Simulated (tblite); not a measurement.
C₅H₁₅NSi₂.
Structure used (GFN2-xTB), in Å, numbered top down from 1:
```
atom  x, y, z in Å
C1     0.8447    1.7230    0.0542
N2     0.3569    0.3997   -0.2549
Si3    1.2978   -1.0229   -0.0123
Si4    3.5307   -0.4999    0.1500
C5    -1.0733    0.3987   -0.3842
C6    -1.9178    0.5102    0.9074
C7    -2.8784   -0.5359    0.3274
C8    -1.8190   -0.8995   -0.7225
H9     0.5269    2.4273   -0.7221
H10    0.4564    2.0834    1.0139
H11    1.9309    1.7275    0.0979
H12    1.0340   -1.9023   -1.1654
H13    0.8486   -1.7914    1.1729
H14    3.8925    0.2599    1.3527
H15    4.0650    0.2736   -0.9761
H16    4.3204   -1.7314    0.2032
H17   -1.3531    1.1928   -1.0899
H18   -2.3370    1.4867    1.1423
H19   -1.3674    0.1347    1.7680
H20   -3.7662   -0.0856   -0.1124
H21   -3.1829   -1.3355    0.9989
H22   -2.1563   -1.0014   -1.7518
H23   -1.2581   -1.7847   -0.4414
```

Computed with GFN2-xTB (tblite): harmonic, unscaled wavenumbers at the GFN2-xTB geometry, gas phase. Errors from tens to a few hundred cm⁻¹ against measured bands are possible. Modes of hydrogen on silicon can be 10 to 20 % off. One conformer, not necessarily the lowest.

Harmonic wavenumbers (cm⁻¹): 27.0, 60.4, 101.9, 106.9, 115.8, 138.8, 184.4, 198.0, 325.9, 403.4, 414.9, 447.3, 469.9, 494.0, 504.0, 586.5, 608.9, 712.8, 754.0, 797.4, 817.7, 827.5, 828.8, 834.8, 847.4, 943.2, 986.3, 1030.2, 1035.7, 1063.7, 1094.0, 1105.0, 1119.4, 1180.5, 1192.3, 1199.3, 1235.4, 1244.2, 1247.6, 1261.8, 1287.9, 1352.1, 1426.3, 1468.6, 1471.4, 1482.9, 1492.8, 1509.1, 2067.6, 2148.1, 2210.9, 2220.8, 2247.9, 2868.5, 2900.1, 2936.8, 2994.8, 3003.3, 3008.5, 3016.1, 3017.9, 3029.0, 3050.5.

A = 3213, B = 707.3, C = 632.7 MHz; mass 145.074 u (most abundant isotopes); point group C1, symmetry number 1.

Problem. Zero-point energy?

Solution. Half the sum of the wavenumbers: 40379 cm⁻¹ = 483.05 kJ/mol.

Problem. What is S at 298.15 K and 1 bar for an ideal gas of classical rigid rotors and harmonic oscillators?

Solution. Translation 170.93, rotation 124.65, vibration 155.90: S = 451.5 J/(mol K).

Problem. And Cp and H(298.15 K) − H(0)?

Solution. Cp = 188.83 J/(mol K), of which vibrations give 155.57 (their classical limit is 63 R = 523.8); H(298.15 K) − H(0) = 33.51 kJ/mol without the zero-point energy, 23.59 from vibrations.

Problem. Which modes carry the vibrational entropy at 298.15 K?

Solution. 27.0 cm⁻¹: 25.26; 60.4 cm⁻¹: 18.59; 101.9 cm⁻¹: 14.30; 106.9 cm⁻¹: 13.91; 115.8 cm⁻¹: 13.26; 138.8 cm⁻¹: 11.80 J/(mol K); the other 57 give 58.77 together.

Problem. What must be added to the electronic energy to get the Gibbs energy at 298.15 K and 1 bar?

Solution. ZPE + [H(298.15 K) − H(0)] − T·S = 483.05 + 33.51 − 134.61 = 381.95 kJ/mol.

Hindered rotation and anharmonicity are outside this model. Other conformers, if any are populated, would add a mixing term that is left out. The structure is chiral; the term R ln 2 for an equal mix with its mirror image is left out.
